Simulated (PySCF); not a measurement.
Spectrum to structure. Level of theory: TDDFT PBE0/def2-SVPD, vertical, gas phase, core orbitals frozen in the response (PySCF). Geometries: GFN2-xTB, one conformer each.

```json
{"state": "S1", "ν̃ (cm⁻¹)": "44930", "f": "0.014", "main configurations (H = HOMO, L = LUMO)": "H→L (99%)"}
{"state": "S2", "ν̃ (cm⁻¹)": "47680", "f": "0.034", "main configurations (H = HOMO, L = LUMO)": "H→L+1 (98%)"}
{"state": "S3", "ν̃ (cm⁻¹)": "54390", "f": "0.061", "main configurations (H = HOMO, L = LUMO)": "H→L+2 (87%)"}
{"state": "S4", "ν̃ (cm⁻¹)": "55510", "f": "0.0031", "main configurations (H = HOMO, L = LUMO)": "H-1→L (38%), H→L+3 (36%)"}
{"state": "S5", "ν̃ (cm⁻¹)": "56330", "f": "0.023", "main configurations (H = HOMO, L = LUMO)": "H→L+3 (48%), H-1→L (28%)"}
{"state": "S6", "ν̃ (cm⁻¹)": "58300", "f": "0.015", "main configurations (H = HOMO, L = LUMO)": "H-1→L+1 (39%), H-2→L+1 (14%), H-2→L (12%)"}
{"state": "S7", "ν̃ (cm⁻¹)": "58770", "f": "0.068", "main configurations (H = HOMO, L = LUMO)": "H→L+4 (43%), H-2→L (17%), H-1→L+1 (10%)"}
{"state": "S8", "ν̃ (cm⁻¹)": "59440", "f": "0.153", "main configurations (H = HOMO, L = LUMO)": "H→L+4 (33%), H-2→L+1 (18%), H-2→L (12%)"}
```

Triplets computed (Tamm–Dancoff): 5.08, 5.40, 5.90 eV.

Orbital energies (eV): HOMO-3 -9.94, HOMO-2 -9.67, HOMO-1 -9.19, HOMO -7.63, LUMO -0.77, LUMO+1 -0.55, LUMO+2 0.20.

Problem. Which structure fits? All have the formula C2H8N2Si2.
A. `N#C[Si@@]([SiH3])(C)N`
B. `[Si@@H](N)(N[SiH3])C#C`
C. `N#C[C@H]([SiH3])[SiH2]N`
D. `N[Si@@H]1N=C[C@@H]1[SiH3]`
E. `N#C[SiH2]C[SiH2]N`

Solution. A. Its S1 lies at 5.57 eV; the nearest of the others has S1 at 5.91 eV. S1 is HOMO→LUMO (99%). Löwdin shares by element: HOMO nitrogen 47% or more, silicon 29%, carbon 5% or more (atoms not listed hold the other 19%); LUMO silicon 42%, carbon 16% or more, nitrogen 14% or more (atoms not listed hold the other 29%). At the same level the other candidates give, for their lowest levels:
- `N#C[SiH2]C[SiH2]N`: 6.09 eV (f 0.005); 6.16 eV (f 0.006); 6.49 eV (f 0.004); 7.15 eV (f 0.004); 7.30 eV (f 0.005); T1 5.88 eV; HOMO -7.63, LUMO -0.53 eV
- `C#C[Si@H](N)N[SiH3]`: 5.91 eV (f 0.006); 6.07 eV (f 0.002); 6.19 eV (f 0.031); 6.30 eV (f 0.005); 6.36 eV (f 0.011); T1 4.94 eV; HOMO -7.45, LUMO -0.27 eV
- `N[Si@@H]1N=C[C@@H]1[SiH3]`: 4.14 eV (f 0.001); 5.91 eV (f 0.011); 6.06 eV (f 0.023); 6.21 eV (f 0.002); 6.39 eV (f 0.031); T1 3.56 eV; HOMO -6.69, LUMO -0.64 eV
- `N#C[C@H]([SiH3])[SiH2]N`: 6.40 eV (f 0.011); 6.77 eV (f 0.013); 6.96 eV (f 0.001); 7.27 eV (f 0.011); 7.32 eV (f 0.011); T1 6.03 eV; HOMO -7.82, LUMO -0.02 eV

Conformer computed: `[CH3:1][Si@:2]([NH2:3])([SiH3:4])[C:5]#[N:6]`: H–N3–Si2–C1 164°, H–N3–Si2–C1 -55°.
